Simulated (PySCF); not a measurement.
F4Se, SMILES [Se+](F)(F)(F)F, charge +1, multiplicity 2. Coordinates come from a PBE0-D3(BJ)/def2-SVP optimisation.

These are PBE0-D3(BJ)/def2-SVP (PySCF 2.14.0) values and carry that method's errors.

Harmonic wavenumbers (cm⁻¹): 191, 193, 285, 318, 337, 569, 601, 805, 818. Rotational constants (GHz): 4.959, 3.330, 2.897; symmetry number 2.

Question: Work out the zero-point energy and the ideal-gas rigid-rotor harmonic-oscillator thermochemistry at 298.15 K and 1 atm.

Answer: ZPE = ½ Σ hcν = ½ × 4117 cm⁻¹ = 5.88 kcal/mol. H − E(el) = 10.04 kcal/mol. Entropy in cal/(mol K): translation 41.02, rotation 24.93, vibration 9.82, spin 1.38, total 77.15. G − E(el) = -12.96 kcal/mol. Cp = 19.99 cal/(mol K).
